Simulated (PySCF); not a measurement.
**Basis-set dependence of population analyses: `ClB(Cl)[C@@H]1CS1`**

C2H3BCl2S.
Structure used (PBE0-D3(BJ)/def2-SVP), in Å, numbered top down from 1:
```xyz
9
C2H3BCl2S angstrom
Cl     2.4163    1.2468   -0.2178
B      1.3917   -0.1239    0.1592
Cl     2.0596   -1.7416    0.0343
C     -0.0736    0.1195    0.6058
C     -1.0144   -1.0113    0.7596
S     -1.0580   -0.2928   -0.8968
H     -0.3419    1.0799    1.0585
H     -0.6012   -2.0234    0.8209
H     -1.9136   -0.8357    1.3579
```

PBE0 throughout (PySCF), one geometry, spherical d and f functions. Geometry: PBE0-D3(BJ)/def2-SVP, one conformer, isolated molecule. Atoms taken as equivalent share a column and are averaged. The first 7 of 8 kinds of atom are listed.

Mulliken charges (e):

```tsv
basis	functions	Cl1/Cl3	B2	C4	C5	S6	H7	H8
STO-3G	45	-0.169	+0.306	-0.219	-0.225	+0.153	+0.107	+0.110
6-31G	72	+0.006	+0.039	-0.486	-0.540	+0.240	+0.252	+0.247
pcSseg-0	72	-0.173	+0.656	-0.912	-0.612	+0.254	+0.330	+0.314
6-31G*	102	-0.071	+0.169	-0.347	-0.466	+0.072	+0.241	+0.241
def2-SVP	111	-0.067	+0.145	-0.188	-0.049	-0.094	+0.114	+0.103
cc-pVDZ	111	-0.082	+0.161	-0.148	-0.053	-0.054	+0.076	+0.091
pcSseg-1	138	-0.181	+0.529	-0.447	-0.200	-0.051	+0.183	+0.175
aug-cc-pVDZ	177	-0.245	+0.402	+0.734	+0.595	+0.042	-0.501	-0.407
6-311+G(2d,p)	204	-0.216	+0.505	-0.264	-0.242	-0.032	+0.146	+0.161
def2-TZVP	222	-0.111	+0.165	-0.137	-0.173	-0.087	+0.154	+0.154
cc-pVTZ	234	-0.084	+0.136	-0.119	-0.162	-0.094	+0.138	+0.135
IGLO-III	267	-0.100	+0.263	-0.309	-0.368	+0.133	+0.167	+0.155
```

IAO charges (e):

```csv
basis,functions,Cl1/Cl3,B2,C4,C5,S6,H7,H8
STO-3G,45,-0.029,+0.036,-0.311,-0.323,+0.208,+0.153,+0.146
6-31G,72,-0.043,+0.108,-0.301,-0.323,+0.048,+0.190,+0.180
pcSseg-0,72,-0.044,+0.116,-0.312,-0.324,+0.058,+0.189,+0.179
6-31G*,102,-0.056,+0.140,-0.297,-0.308,+0.057,+0.179,+0.169
def2-SVP,111,-0.052,+0.137,-0.294,-0.301,+0.063,+0.172,+0.163
cc-pVDZ,111,-0.058,+0.144,-0.294,-0.306,+0.056,+0.177,+0.168
pcSseg-1,138,-0.054,+0.135,-0.298,-0.307,+0.061,+0.178,+0.168
aug-cc-pVDZ,177,-0.060,+0.150,-0.295,-0.310,+0.048,+0.182,+0.172
"6-311+G(2d,p)",204,-0.058,+0.144,-0.299,-0.315,+0.058,+0.181,+0.172
def2-TZVP,222,-0.058,+0.148,-0.302,-0.317,+0.062,+0.181,+0.172
cc-pVTZ,234,-0.060,+0.151,-0.300,-0.315,+0.057,+0.181,+0.172
IGLO-III,267,-0.056,+0.141,-0.303,-0.319,+0.066,+0.181,+0.172
```

Hirshfeld charges (e):

```json
{"basis": "STO-3G", "functions": "45", "Cl1/Cl3": "-0.161", "B2": "+0.262", "C4": "-0.061", "C5": "-0.019", "S6": "+0.039", "H7": "+0.034", "H8": "+0.033"}
{"basis": "6-31G", "functions": "72", "Cl1/Cl3": "-0.069", "B2": "+0.144", "C4": "-0.089", "C5": "-0.053", "S6": "-0.042", "H7": "+0.062", "H8": "+0.052"}
{"basis": "pcSseg-0", "functions": "72", "Cl1/Cl3": "-0.054", "B2": "+0.123", "C4": "-0.103", "C5": "-0.058", "S6": "-0.003", "H7": "+0.051", "H8": "+0.041"}
{"basis": "6-31G*", "functions": "102", "Cl1/Cl3": "-0.078", "B2": "+0.160", "C4": "-0.082", "C5": "-0.049", "S6": "-0.051", "H7": "+0.062", "H8": "+0.052"}
{"basis": "def2-SVP", "functions": "111", "Cl1/Cl3": "-0.052", "B2": "+0.128", "C4": "-0.107", "C5": "-0.066", "S6": "-0.007", "H7": "+0.054", "H8": "+0.043"}
{"basis": "cc-pVDZ", "functions": "111", "Cl1/Cl3": "-0.062", "B2": "+0.137", "C4": "-0.100", "C5": "-0.062", "S6": "-0.013", "H7": "+0.057", "H8": "+0.046"}
{"basis": "pcSseg-1", "functions": "138", "Cl1/Cl3": "-0.064", "B2": "+0.150", "C4": "-0.107", "C5": "-0.068", "S6": "-0.010", "H7": "+0.055", "H8": "+0.045"}
{"basis": "aug-cc-pVDZ", "functions": "177", "Cl1/Cl3": "-0.057", "B2": "+0.142", "C4": "-0.120", "C5": "-0.081", "S6": "+0.003", "H7": "+0.059", "H8": "+0.049"}
{"basis": "6-311+G(2d,p)", "functions": "204", "Cl1/Cl3": "-0.056", "B2": "+0.134", "C4": "-0.118", "C5": "-0.077", "S6": "+0.002", "H7": "+0.059", "H8": "+0.049"}
{"basis": "def2-TZVP", "functions": "222", "Cl1/Cl3": "-0.059", "B2": "+0.140", "C4": "-0.114", "C5": "-0.076", "S6": "-0.002", "H7": "+0.059", "H8": "+0.048"}
{"basis": "cc-pVTZ", "functions": "234", "Cl1/Cl3": "-0.061", "B2": "+0.141", "C4": "-0.111", "C5": "-0.074", "S6": "-0.005", "H7": "+0.059", "H8": "+0.048"}
{"basis": "IGLO-III", "functions": "267", "Cl1/Cl3": "-0.049", "B2": "+0.130", "C4": "-0.122", "C5": "-0.083", "S6": "+0.012", "H7": "+0.056", "H8": "+0.044"}
```

ESP-fitted charges (e):

| basis | functions | Cl1/Cl3 | B2 | C4 | C5 | S6 | H7 | H8 |
| --- | --- | --- | --- | --- | --- | --- | --- | --- |
| STO-3G | 45 | -0.225 | +0.482 | -0.283 | -0.162 | +0.054 | +0.135 | +0.102 |
| 6-31G | 72 | -0.153 | +0.327 | -0.229 | -0.156 | -0.114 | +0.177 | +0.148 |
| pcSseg-0 | 72 | -0.185 | +0.440 | -0.292 | -0.203 | -0.093 | +0.189 | +0.159 |
| 6-31G* | 102 | -0.102 | +0.161 | -0.064 | -0.194 | -0.112 | +0.119 | +0.146 |
| def2-SVP | 111 | -0.072 | +0.086 | -0.017 | -0.172 | -0.103 | +0.096 | +0.124 |
| cc-pVDZ | 111 | -0.083 | +0.107 | -0.018 | -0.182 | -0.102 | +0.096 | +0.131 |
| pcSseg-1 | 138 | -0.107 | +0.176 | -0.064 | -0.173 | -0.111 | +0.111 | +0.135 |
| aug-cc-pVDZ | 177 | -0.096 | +0.150 | -0.052 | -0.188 | -0.101 | +0.105 | +0.138 |
| 6-311+G(2d,p) | 204 | -0.076 | +0.078 | +0.007 | -0.213 | -0.097 | +0.091 | +0.145 |
| def2-TZVP | 222 | -0.078 | +0.092 | -0.010 | -0.206 | -0.096 | +0.096 | +0.141 |
| cc-pVTZ | 234 | -0.083 | +0.110 | -0.024 | -0.195 | -0.100 | +0.099 | +0.137 |
| IGLO-III | 267 | -0.071 | +0.069 | +0.014 | -0.217 | -0.086 | +0.084 | +0.139 |

Which scheme is steadiest as the basis changes?

Largest range over the bases for any column: Hirshfeld 0.14 e, IAO 0.16 e, ESP-fitted 0.41 e, Mulliken 1.65 e. Hirshfeld charges move least and Mulliken charges most, counted in e. Without the minimal STO-3G basis the ranges are Hirshfeld 0.06, IAO 0.04, ESP-fitted 0.37, Mulliken 1.65 e.

How much do the charges still move between the two largest bases, cc-pVTZ and IGLO-III?

At most, over all atoms: Mulliken 0.227 e, IAO 0.010 e, Hirshfeld 0.017 e, ESP-fitted 0.041 e.

What do the same runs give for the total energy, the frontier levels and the dipole moment?

```json
{"basis": "STO-3G", "energy (Eh)": "-1405.3506", "HOMO (eV)": "-4.36", "LUMO (eV)": "0.86", "μ (D)": "2.72"}
{"basis": "6-31G", "energy (Eh)": "-1420.8107", "HOMO (eV)": "-7.18", "LUMO (eV)": "-1.69", "μ (D)": "2.73"}
{"basis": "pcSseg-0", "energy (Eh)": "-1419.2054", "HOMO (eV)": "-7.45", "LUMO (eV)": "-1.83", "μ (D)": "2.67"}
{"basis": "6-31G*", "energy (Eh)": "-1420.9052", "HOMO (eV)": "-7.01", "LUMO (eV)": "-1.53", "μ (D)": "2.42"}
{"basis": "def2-SVP", "energy (Eh)": "-1420.4804", "HOMO (eV)": "-6.96", "LUMO (eV)": "-1.36", "μ (D)": "2.12"}
{"basis": "cc-pVDZ", "energy (Eh)": "-1420.9854", "HOMO (eV)": "-6.98", "LUMO (eV)": "-1.45", "μ (D)": "2.19"}
{"basis": "pcSseg-1", "energy (Eh)": "-1420.8926", "HOMO (eV)": "-7.16", "LUMO (eV)": "-1.68", "μ (D)": "2.37"}
{"basis": "aug-cc-pVDZ", "energy (Eh)": "-1420.9966", "HOMO (eV)": "-7.10", "LUMO (eV)": "-1.67", "μ (D)": "2.23"}
{"basis": "6-311+G(2d,p)", "energy (Eh)": "-1421.0287", "HOMO (eV)": "-7.09", "LUMO (eV)": "-1.69", "μ (D)": "2.19"}
{"basis": "def2-TZVP", "energy (Eh)": "-1421.0408", "HOMO (eV)": "-7.07", "LUMO (eV)": "-1.60", "μ (D)": "2.17"}
{"basis": "cc-pVTZ", "energy (Eh)": "-1421.0572", "HOMO (eV)": "-7.07", "LUMO (eV)": "-1.58", "μ (D)": "2.19"}
{"basis": "IGLO-III", "energy (Eh)": "-1421.0327", "HOMO (eV)": "-7.00", "LUMO (eV)": "-1.57", "μ (D)": "2.06"}
```

The dipole is fixed by the density alone, so its range of 0.67 D shows that the density itself changes with the basis, not only its division among atoms.
